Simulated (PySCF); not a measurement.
Al(H)(Me)(OEt) (C3H9AlO), SMILES CC[O][AlH][CH3].

Geometry: PBE0-D3(BJ)/def2-SVP. The structure was generated by enumeration; whether it is a known compound was not checked. The values are those of a single conformer.

Calculation: PBE/def2-TZVP (PySCF).

Gas-phase values at a fixed geometry.

| Item | Value |
|---|---|
| total energy | -437.12419 hartree |
| highest occupied level | -6.30 eV |
| lowest empty level | -1.26 eV |
| orbital gap | 5.04 eV |
| dipole moment | 0.04 D |
| quadrupole, principal values (traceless, Buckingham form, about the centre of nuclear charge) | -5.46, 2.21, 3.25 D·Å |
| mean static polarisability | 71.5 bohr³ (10.59 Å³) |
| polarisability, principal values | 60.5, 66.3, 87.5 bohr³ |
